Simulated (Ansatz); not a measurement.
Consider the formal loss of a carbene: `C[O][Zr]([OH])([NH]C(C)(C)C)[O]C` → `[CH2]` (triplet) + `C[O][Zr]([OH])([NH]C(C)C)[O]C`.

Isolated molecules relaxed with PBE0-D4/def2-TZVP in Ansatz; ΔE leaves out vibrations. CCSD(T)/CBS is the MP2 limit (def2-TZVPP, def2-QZVPP) plus CCSD(T) − MP2 in def2-TZVPP, frozen cores. This one scheme is used for every species. Functionals use def2-TZVPP. B3LYP here is the variant with VWN-RPA as its local correlation; programs differ in this. Triplets are unrestricted, without spin–orbit coupling. def2 core potentials past Kr. For Zr outer-core shells are correlated without core-valence functions, which leaves a few kJ/mol of doubt a bond. Each species was taken in one conformer, which may not be the lowest.

```
     level  ΔE (kcal/mol)
  B3LYP-D4          104.6
r2SCANh-D4          101.0
```

Problem. What does CCSD(T)/CBS give? (Best estimate.)

Solution. Ansatz gave: +107.7 kcal/mol. The listed levels differ from it by -3.1, -6.7 kcal/mol.

Largest T1 diagnostic among the species: 0.015.

In def2-TZVPP, CCSD(T) changes the Hartree–Fock value by +35.7 kcal/mol (the triples alone add +3.2 kcal/mol) and MP2 by +39.4 kcal/mol. From PBE to PBE0 (25 % exact exchange), in def2-TZVPP and without D4, ΔE moves by −1.5 kcal/mol. The D4 term adds +4.1 kcal/mol with B3LYP and +2.3 kcal/mol with PBE0; it sums over pairs of atoms, weighted by their polarisabilities, and B3LYP, whose exchange is more repulsive, gets the larger term.
